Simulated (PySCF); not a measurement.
One of the candidates below gave these computed data.

All candidates are C6H5N3.

* Dipole: 2.95 D [CAM-B3LYP/def2-SVPD]
* UV, strongest line: among the 8 lowest singlet transitions: S4 at 5.85 eV (212 nm, f = 0.405) [TDDFT CAM-B3LYP/def2-SVPD]
* Triplet: lowest triplet excitation (Tamm–Dancoff): 3.91 eV [TDA CAM-B3LYP/def2-SVPD]
* UV, first state: lowest singlet excitation: 4.39 eV (282 nm, f = 0.000) [TDDFT CAM-B3LYP/def2-SVPD]
* Polarisability: 86.5 au [CAM-B3LYP/def2-SVPD]
* Rotational structure: rotational constants A, B, C: 5.944, 1.039, 0.889 GHz [GFN2-xTB]

The electronic properties come from PySCF, for the isolated species, density fitting. Levels stand in brackets. Geometry: GFN2-xTB; no solvent, vibrations or thermal averaging.

Question: Which candidate is it?
A. `C=Cn1nccc1C#N`
B. `C#Cc1nncc(C)n1`
C. `Cc1ncc(C#N)cn1`

Answer: C. It is `Cc1ncc(C#N)cn1`. Numbering: `[CH3:1][c:2]1[n:3][cH:4][c:5]([C:6]#[N:7])[cH:8][n:9]1`. Its formula, C6H5N3, gives 6 degrees of unsaturation: 1 ring and 5 π bonds in the structure found (Kekulé form). S1 is mainly HOMO→LUMO (weight 0.97); the largest Löwdin shares of the orbital it empties are 0.34 on each of 2 atoms of one kind (pyridine-type nitrogen) and 0.06 on each of 2 atoms of one kind (aromatic CH next to a ring nitrogen), of the orbital it fills 0.19 on a substituted aromatic carbon, 0.16 on a substituted aromatic carbon and 0.11 on the nitrile nitrogen. The optimised geometry has point group Cs and is an asymmetric top.

The others, at the same levels:
- `C=Cn1nccc1C#N` fails: its computed lowest singlet excitation is 5.09 eV (244 nm, f = 0.330) (against 4.39 eV), lowest triplet excitation (Tamm–Dancoff) is 3.51 eV (against 3.91 eV) and static isotropic polarisability is 90.4 au (against 86.5 au).
- `C#Cc1nncc(C)n1` fails: its computed lowest singlet excitation is 3.30 eV (376 nm, f = 0.004) (against 4.39 eV), lowest triplet excitation (Tamm–Dancoff) is 2.59 eV (against 3.91 eV) and strongest line among the 8 lowest singlet transitions is S4 at 5.26 eV (236 nm, f = 0.187) (against S4 at 5.85 eV).

Each candidate is one conformer, not necessarily the lowest. Dipoles, sizes and rotational constants follow the conformer. The torsions of the flexible species, by atom-mapped SMILES:
- `[CH2:1]=[CH:2][n:3]1[n:4][cH:5][cH:6][c:7]1[C:8]#[N:9]`: C1–C2–N3–N4 0°
